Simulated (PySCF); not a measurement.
A structure optimised at PBE-D3(BJ)/def2-SVP, used in a PySCF frequency run:

```xyz
11

F      1.4398     1.5016     0.0000
C      0.6804     0.4017     0.0000
C     -0.6815     0.3403     0.0000
F     -1.5484     1.3572     0.0000
C     -1.1106    -1.0944     0.0000
C      0.1968    -1.8469     0.0000
C      1.2268    -0.9565     0.0000
H     -1.7335    -1.3385     0.8902
H     -1.7335    -1.3385    -0.8902
H      0.2710    -2.9415     0.0000
H      2.3031    -1.1755     0.0000
```

### Question
Write its SMILES, formula and point group.

### Answer
FC1=C(F)CC=C1, C5H4F2, Cs

### Question
What are its rotational constants (standard atomic weights)?

### Answer
3.5482, 3.1195, 1.6776 GHz
